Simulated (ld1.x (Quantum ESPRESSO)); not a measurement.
Which change was made? (Ag, TM semilocal)

| Quantity | Value |
| --- | --- |
| Element | silver (Ag) |
| Generator | ld1.x (Quantum ESPRESSO) 7.5 |
| Type | norm-conserving Troullier–Martins (semilocal form) |
| Functional | BP86 |
| Relativity | scalar-relativistic |
| Frozen core | [Ar] 3d10 |
| Valence charge | 19 |
| Reference configuration | 4s2 4p6 4d10 5s1 5p0 |
| Partial waves | 4p (bound): rc 1.25 bohr; 4d (bound): rc 2.00 bohr; 4s (bound): rc 1.30 bohr |
| Local potential | the s channel |
| Core correction | none |

Occupied shells without a wave of their own: 5s. They enter only through the test configuration that unscreens the potential.

Cutoffs, loose and tight: the cutoffs (Ry, on a coarse ladder) from which the occupation-weighted sum of valence levels, in a spherical-Bessel basis at the reference potential, stays within 10 and 1 mRy of its value at 400 Ry. They do not see the model core or the augmentation charge, which bear on the density cutoff. Test errors are all-electron minus pseudo excitation energies from the reference, over the configurations 4s2 4p6 4d10 5s0 5p0; 4s2 4p6 4d9 5s0 5p0; 4s2 4p6 4d8 5s0 5p0; 4s2 4p6 4d9 5s1 5p0; 4s2 4p6 4d7 5s0 5p0; 4s2 4p6 4d9 5s2 5p0; 4s1 4p6 4d10 5s1 5p0; variants that change the core or the reference have their own tests.

The base gives: outcome: generated, misses its reference levels by 0.71 eV; cutoff, loose: 100 Ry; cutoff, tight: 160 Ry; bound ghosts: none; largest test error (meV): -2672.

After one change the result is: outcome: generated, misses its reference levels by 0.85 eV; cutoff, loose: 90 Ry; cutoff, tight: 140 Ry; bound ghosts: none; largest test error (meV): -3161. Which change was it?
A. all radii scaled by about 0.76 (s 0.98, p 0.96, d 1.52 bohr)
B. all radii scaled by about 1.22 (s 1.58, p 1.52, d 2.44 bohr)
C. all radii scaled by about 1.04 (s 1.34, p 1.30, d 2.08 bohr)

C. The others give: all radii scaled by about 0.76 (s 0.98, p 0.96, d 1.52 bohr) → outcome: generated; cutoff, loose: 160 Ry; cutoff, tight: 260 Ry; bound ghosts: none; largest test error (meV): -332 | all radii scaled by about 1.22 (s 1.58, p 1.52, d 2.44 bohr) → outcome: generated, misses its reference levels by 2.33 eV; cutoff, loose: 60 Ry; cutoff, tight: 90 Ry; bound ghosts: none; largest test error (meV): -8440.
